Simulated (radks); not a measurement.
Radial electron density D(r) = 4 pi r^2 rho(r) of an atom or ion with 43 electrons. Calculated with a radial shooting solver on a logarithmic mesh with Libxc functionals: Dirac Kohn-Sham, PBE, spin-unpolarised, spherical densities, finite nucleus; Fermi nuclear charge, rms radius of each element as measured or else 0.836 A^(1/3) + 0.57 fm.

```
   r/bohr * D(r) (the largest magnitude, 115, reaches the edge; | marks zero)
0.0007715 |*
0.0009887 | *
 0.001257 |  *
 0.001611 |    *
 0.002064 |      *
 0.002645 |         *
 0.003362 |            *
 0.004309 |                 *
 0.005521 |                       *
 0.007075 |                             *
 0.008995 |                                   *
  0.01153 |                                        *
  0.01477 |                                          *
  0.01878 |                                        *
  0.02406 |                                      *
  0.03083 |                                     *
  0.03951 |                                         *
  0.05023 |                                                 *
  0.06437 |                                                      *
  0.08249 |                                                  *
   0.1057 |                                          *
   0.1344 |                                         *
   0.1722 |                                               *
   0.2207 |                                           *
   0.2828 |                          *
   0.3595 |                 *
   0.4606 |                  *
   0.5903 |               *
   0.7504 |      *
   0.9616 |*
    1.232 *
    1.579 *
```

What is the nuclear charge?

Answer. Z = 65. The innermost maximum, from 1s, lies near gamma/Z bohr with gamma = sqrt(1 - (Z/c)^2) = 0.880, here 0.0135 bohr (found: 0.0150), and its height grows with Z. The density is that of the terbium ion Tb22+ in [Kr] 4d7; the configuration itself is not fixed sharply by these data, and Z only to a few units. D(r) has 4 maxima, at r = 0.0150, 0.0659, 0.184, 0.479 bohr, and minima at 0.0289, 0.121, 0.374 bohr, inside which lie 2.02, 11.17, 29.15 electrons.
